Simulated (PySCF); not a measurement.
H3O3Si, multiplicity 2. Atoms are numbered in the order given.

```xyz
7

O     -1.5624    -0.1116    -0.2315
Si     0.0000     0.0000     0.3774
O      0.6845     1.4089    -0.2315
O      0.8779    -1.2972    -0.2315
H     -2.1587     0.5882     0.0909
H      1.5888     1.5754     0.0909
H      0.5700    -2.1636     0.0909
```
Charge 0, spin multiplicity 2.

Coordinates come from a PBE-D3(BJ)/def2-SVP optimisation. The isomer is the one that the SMILES or the coordinates give; other isomers of the formula were not compared. One conformer was computed; it need not be the lowest.

Method: PBE/def2-TZVPD (PySCF).

Isolated molecule, no solvent.

Computed frontier levels, dipole moment and polarisability:
```
Item                                                                                                            Result
---------------------------------------------------------------------------------------------  -----------------------
α spin, highest occupied and lowest empty level                                                     -4.95 and -0.70 eV
β spin, highest occupied and lowest empty level                                                     -7.95 and -3.28 eV
dipole moment                                                                                                   1.73 D
quadrupole, principal values (traceless, Buckingham form, about the centre of nuclear charge)    -6.02, 3.01, 3.01 D·Å
mean static polarisability                                                                        47.7 bohr³ (7.06 Å³)
polarisability, principal values                                                                42.1, 50.4, 50.4 bohr³
⟨S²⟩                                                                                           0.752 (pure state 0.75)
```
